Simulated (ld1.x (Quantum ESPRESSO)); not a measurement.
# Varying the TM potential for bismuth (Bi)

Base potential:

```
Element                 : bismuth (Bi)
Generator               : ld1.x (Quantum ESPRESSO) 7.5
Type                    : norm-conserving Troullier–Martins (Kleinman–Bylander form)
Functional              : PBE
Relativity              : scalar-relativistic
Frozen core             : [Xe] 4f14
Valence charge          : 15
Reference configuration : 5d10 6s2 6p3
Partial waves           : 6s (bound): rc 1.90 bohr; 6p (bound): rc 2.15 bohr; 5d (bound): rc 1.65 bohr; 5f channel at 0.05 Ry: rc 1.80 bohr
Local potential         : the f channel
Core correction         : a·sin(br)/r model core inside 1.05 bohr
```

Cutoffs, loose and tight: the cutoffs (Ry, on a coarse ladder) from which the occupation-weighted sum of valence levels, in a spherical-Bessel basis at the reference potential, stays within 10 and 1 mRy of its value at 400 Ry. They do not see the model core or the augmentation charge, which bear on the density cutoff. Test errors are all-electron minus pseudo excitation energies from the reference, over the configurations 5d10 6s2 6p2; 5d10 6s2 6p1; 5d10 6s2 6p0; 5d10 6s2 6p2.5; 5d10 6s1 6p3; 5d9 6s2 6p4; 5d10 6s1 6p0. A dash means not determined; rows that change the core or the reference have their own tests. The largest error is taken over the tests solved by every variant that gives reliable tests at all: 5d10 6s1 6p0; 5d10 6s1 6p3; 5d10 6s2 6p0; 5d10 6s2 6p1; 5d10 6s2 6p2; 5d10 6s2 6p2.5.

A true bound ghost makes a file unfit for plane-wave use even where its test errors are small: the radial tests pick states by their node count and pass the ghost by. Where a test does run into it, the solver fails or the error is huge.

| change | outcome | cutoff, loose | cutoff, tight | bound ghosts | largest test error (meV) |
| --- | --- | --- | --- | --- | --- |
| base | generated | 60 Ry | 90 Ry | s, p | -66 |
| core correction a·sin(br)/r model core inside 0.90 bohr | generated | 60 Ry | 90 Ry | s, p | -66 |
| wave 6p (bound): rc 2.15 bohr becomes 6p (bound): rc 1.92 bohr | generated | 60 Ry | 90 Ry | s, p | -65 |
| all radii but the core radius scaled by about 0.83 (s 1.58, p 1.78, d 1.38, f 1.50 bohr) | generated | 60 Ry | 110 Ry | s, p | -53 |
| local potential the d channel | generated | 60 Ry | 90 Ry | s, p | -68 |

Question: What comes out with this change to the base: wave 6s (bound): rc 1.90 bohr becomes 6s (bound): rc 1.64 bohr?

Answer: outcome: generated; cutoff, loose: 60 Ry; cutoff, tight: 100 Ry; bound ghosts: s, p; largest test error (meV): -64.

Question: What comes out with this change to the base: wave 5f channel at 0.05 Ry: rc 1.80 bohr becomes 5f channel at 0.05 Ry: rc 2.28 bohr?

Answer: outcome: generated; cutoff, loose: 60 Ry; cutoff, tight: 90 Ry; bound ghosts: s; largest test error (meV): -81.
